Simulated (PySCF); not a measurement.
# A survey of 17O NMR shifts

[PySCF 2.14: geometry: GFN2-xTB; σ from GIAO-PBE0/pcSseg-1; non-relativistic; one conformer; rapidly exchanging positions averaged; in vacuum]

Shieldings were converted by a linear fit to measured shifts: 17O: δ = 266.70 − 0.911σ (rms 10.7 ppm, 155 shifts, 12.2 ppm with the 3 outliers that the fit left out vs liquid water, solution or neat liquid). Occasional misses reach two or three times the rms, and more in compound classes unlike the fitted ones.

(1) Give the 17O shifts of `CC#CC(=O)OC`, `C=Cc1pcoc1C1CC1`.

(2) Match the shifts 596.6, 506.3, 291.3, 58.0, 21.2 ppm to `C=Cc1ccc(F)cc1C(=O)Cl`, `C=C(F)[Si]1(CF)[SiH2]O[SiH2]1`, `C#Cc1pc(C)oc1CC`, `CC(=O)c1cpccc1C`, `COC1=C(C)[P@@H]1=S`.

## Answers

(1) 
```
                                   compound                environment  δ (ppm)
[CH3:1][C:2]#[C:3][C:4](=[O:5])[O:6][CH3:7]  O5: ester carbonyl oxygen    374.9
[CH3:1][C:2]#[C:3][C:4](=[O:5])[O:6][CH3:7]    O6: ester alkoxy oxygen    142.1
                            C=Cc1pcoc1C1CC1       aromatic ring oxygen    268.6
```

(2) 596.6: CC(=O)c1cpccc1C (ketone oxygen); 506.3: C=Cc1ccc(F)cc1C(=O)Cl (carbonyl oxygen); 291.3: C#Cc1pc(C)oc1CC (aromatic ring oxygen); 58.0: COC1=C(C)[P@@H]1=S (ether oxygen); 21.2: C=C(F)[Si]1(CF)[SiH2]O[SiH2]1 (oxygen bonded to 2 Si, in a 4-membered ring).
